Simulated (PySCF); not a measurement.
## PdN₂⁻, sextet: structure and spectrum

All numbers come from UPBE in PySCF with Pd def2-SVPD with ECP28, N def2-SVPD; scalar-relativistic core potentials, no spin–orbit coupling; density-fitted integrals.

The structure is a minimum.

```
Point group                                                                   : C2v
Bond lengths                                                                  : Pd–N 1.942 Å (×2)
Bond angles                                                                   : N–Pd–N 132.0°
Rotational constants                                                          : 1.218, 0.1912, 0.1653 cm⁻¹
Lowest empty level (β)                                                        : 1.24 eV
Dipole moment about the centre of mass                                        : 1.96 D
Zero-point energy                                                             : 5.6 kJ/mol
Principal polarisabilities                                                    : 63.0, 69.1, 103.0 bohr³
Spin squared ⟨S²⟩                                                             : 8.776
Principal quadrupole moments (Buckingham, traceless) about the centre of mass : -13.56, 6.24, 7.32 D Å
Highest occupied level (α)                                                    : 1.38 eV
Heat capacity Cp at 298.15 K                                                  : 53.4 J/(mol K)
Enthalpy at 298.15 K above 0 K                                                : 13.48 kJ/mol
Rotational symmetry number                                                    : 2
Entropy at 298.15 K and 1 bar (electronic part: spin only)                    : 298.2 J/(mol K)
```

Harmonic modes (masses in u: Pd 105.903, N 14.003):
```
symmetry  ω (cm⁻¹)  IR (km/mol)  μ (u)     type
      a1       136          6.4  16.39     bend
      b2       233         15.6  16.61  stretch
      a1       566          5.0  14.53  stretch
```

In C2v the vibrations span 2a1 + b2. Here b1 is antisymmetric to the molecular plane and b2 lies in it.

Charges (e); Mulliken and Löwdin values are unreliable with diffuse functions:
| atom | Mulliken | Löwdin | polar tensor | spin (Mulliken) | Mayer order to Pd1 |
| --- | --- | --- | --- | --- | --- |
| Pd1 | -0.42 | -0.43 | -0.23 | 1.01 | – |
| N2,3 | -0.29 | -0.29 | -0.38 | 2.00 | 1.37 |

Mulliken populations on Pd1 (electrons outside its core potential): s 3.07, p 6.43, d 8.91, f 0.00.

Outer orbital energies (eV). α occupied: -1.85, -1.84, -1.44, -0.47, -0.39, 0.14, 0.59, 1.38; empty: 3.38, 4.20, 4.58, 4.76. β occupied: -10.18, -9.71, -2.16, -1.86, -1.45, -0.77, -0.67, 0.54; empty: 1.24, 1.51, 1.72, 3.05.

The highest occupied level lies above zero, a sign of self-interaction error or too small a basis; response properties are unreliable. Only a few start shapes were tried, so a lower isomer may exist. Open d and f shells are described by one determinant, and the ground state may have another occupation or spin. The lowest empty level of this anion is unbound, so it and the gap depend on the basis. At this level a doublet minimum of Cs symmetry lies 612 kJ/mol below this structure.

The final relaxation and frequency run took roughly 120 core-seconds on a shared host.
